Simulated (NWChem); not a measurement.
Species: SiBiH$_{3}$F$_{2}$; SMILES [F][Bi]([F])[SiH3]

def2 effective core potentials on Bi; no spin-orbit coupling.

### Question
Give the equilibrium geometry at PBE0/def2-SVP with def2 effective core potentials on Bi (NWChem) as a list of bonds and angles, with the point group.

### Answer
point group Cs; any orientation.
Bond lengths (Å): Bi1–F2 2.039, Bi1–F3 2.039, Bi1–Si4 2.699, Si4–H5 1.496, Si4–H6 1.496, Si4–H7 1.490. Bond angles (°): F2–Bi1–F3 96.8, F2–Bi1–Si4 90.0, F3–Bi1–Si4 90.0, Bi1–Si4–H5 110.0, Bi1–Si4–H6 110.0, Bi1–Si4–H7 107.1, H5–Si4–H6 109.0, H5–Si4–H7 110.3, H6–Si4–H7 110.3.
